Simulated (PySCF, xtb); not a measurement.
CH₇NOSi, SMILES N[SiH](O)C.

GFN2-xTB run with xtb at its own geometry gives an orbital gap of 7.03 eV and a dipole moment of 1.60 D.

Coordinates come from a PBE-D3(BJ)/def2-SVP optimisation. This is a generated structure with no PubChem entry under its InChIKey; it may be hypothetical. The values are those of a single conformer.

### Question
What does ωB97X/def2-TZVP run with PySCF give? (An estimate is asked for; the answer gives what the named calculation found.)

### Answer
gap 12.81 eV (levels -10.01 and 2.80 eV), dipole 2.24 D.
